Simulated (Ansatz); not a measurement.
Molecule: Si4H10 (charge 0, singlet). SMILES: [SiH3][SiH2][SiH2][SiH3]
Structure (B3LYP-D3(BJ)/def2-TZVP (Ansatz, an electronic-structure program) minimum search):
```xyz
14

Si    -2.0827     1.1669    -0.0865
Si    -1.1797    -0.9544     0.3378
Si     1.1144    -0.7544     0.7783
Si     2.1440     0.4349    -0.9597
H     -1.7993     2.0732     1.0531
H     -1.4564     1.7351    -1.3047
H     -3.5503     1.1029    -0.2906
H     -1.3719    -1.8141    -0.8587
H     -1.8829    -1.5895     1.4821
H      1.7421    -2.0931     0.9232
H      1.3020    -0.0145     2.0531
H      1.5919     1.8104    -1.0110
H      1.8698    -0.2293    -2.2574
H      3.6123     0.5174    -0.7677
```
Charge 0, spin multiplicity 1.

Property: atomisation energy (electronic, to ground-state atoms), in kJ/mol. Cores are frozen in the correlated levels unless marked. Open shells are spin-unrestricted. Spin-orbit coupling is left out. No relativistic terms. The coupled-cluster limit lacks core correlation, which all-electron functionals hold. CBS(X,Y): correlation extrapolated as X^-3; Hartree-Fock from the larger set.

```json
[
 {"level": "PBE-D3(BJ)/def2-TZVPD", "program": "Ansatz + dftd3", "atomisation energy (kJ/mol)": "3951.2"},
 {"level": "BLYP-D3(BJ)/def2-TZVPD", "program": "Ansatz + dftd3", "atomisation energy (kJ/mol)": "3957.0"},
 {"level": "revPBE/def2-TZVPD", "program": "Ansatz", "atomisation energy (kJ/mol)": "3825.2"},
 {"level": "PBE0-D3(BJ)/def2-TZVP", "program": "Ansatz + dftd3", "atomisation energy (kJ/mol)": "3965.8"}
]
```

Predict the CCSD(T)/CBS(cc-pV(T+d)Z,cc-pV(Q+d)Z) result (Ansatz).

4031.7 kJ/mol, so PBE0-D3(BJ)/def2-TZVP differs from it by -65.9 kJ/mol.
